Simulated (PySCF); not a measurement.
MoOCl₄, SMILES [O]=[Mo]([Cl])([Cl])([Cl])[Cl], multiplicity 1.

Geometry: B3LYP-D3(BJ)/def2-SVP. The multiplicity is an assumed one; no other spin state was optimised. The isomer is the one that the SMILES or the coordinates give; other isomers of the formula were not compared. The def2 effective core potentials stand for the cores of Mo; spin–orbit coupling is left out.

Two levels are set side by side: PBE/def2-TZVP (PySCF) and PBE0/def2-TZVP (PySCF). Same geometry, gas phase. Differences are taken from unrounded values.

```tsv
quantity	PBE0
orbital gap (eV)	4.04
highest occupied level (eV)	-8.91
lowest empty level (eV)	-4.87
dipole moment (D)	1.06
mean polarisability (bohr³)	102.5
```

Q: What does PBE give, and how far is it from PBE0? (The exact figures need the calculation; the answer reports its results.)

A: 
```
quantity                       PBE  PBE minus PBE0
---------------------------  -----  --------------
orbital gap (eV)              2.25           -1.78
highest occupied level (eV)  -7.59            1.31
lowest empty level (eV)      -5.34           -0.47
dipole moment (D)             0.87           -0.19
mean polarisability (bohr³)  105.5             3.0
```

Without exact exchange PBE keeps part of each electron's self-repulsion, which lifts occupied levels and narrows the gap. Differences between two approximate levels are no errors against the true value.

Rough cost on one machine, each run with all the roots and properties that it gave: PBE0 against PBE within a factor of 2.
